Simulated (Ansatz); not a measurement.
Reaction (formal exchange of groups at the Si–C bond): `C[SiH]1[O][AlH]1` + `OC(S)O[SiH3]` → `[SiH3][SiH]1[O][AlH]1` + `COC(O)S`

Program: Ansatz. Geometries: PBE0-D4/def2-TZVP. ΔE: electronic, gas phase. CCSD(T)/CBS adds triple-zeta CCSD(T) − MP2 to the extrapolated MP2 energy (def2 sets, frozen cores). DFT in def2-TZVPP. B3LYP here is the variant with VWN-RPA as its local correlation; programs differ in this. Each species was taken in one conformer, which may not be the lowest.

(1) Is it downhill or uphill in electronic energy at CCSD(T)/CBS, and by how much? (An estimate is asked.)

(2) What do these levels give: PBE-D4, PBE0-D4, ωB97X-V, PBE0, B3LYP, HF/def2-TZVPP, MP2/def2-TZVPP, CCSD/def2-TZVPP, CCSD(T)/def2-TZVPP, MP2/def2-QZVPP, SCS-MP2/def2-QZVPP, CCSD/CBS(def2)? (Estimate.)

Largest T1 diagnostic among the species: 0.016.

## Answers

(1) The calculation gave: Uphill: ΔE = +171.8 kJ/mol.

(2) Ansatz gave: PBE-D4 147.5, PBE0-D4 155.6, ωB97X-V 165.0, PBE0 154.0, B3LYP 162.6, HF/def2-TZVPP 176.2, MP2/def2-TZVPP 182.3, CCSD/def2-TZVPP 170.4, CCSD(T)/def2-TZVPP 168.5, MP2/def2-QZVPP 184.6, SCS-MP2/def2-QZVPP 181.0, CCSD/CBS(def2) 173.7 kJ/mol.

From PBE to PBE0 (25 % exact exchange), in def2-TZVPP and without D4, ΔE moves by +8.4 kJ/mol. The D4 term adds +3.3 kJ/mol with B3LYP and +1.6 kJ/mol with PBE0; it sums over pairs of atoms, weighted by their polarisabilities, and B3LYP, whose exchange is more repulsive, gets the larger term.
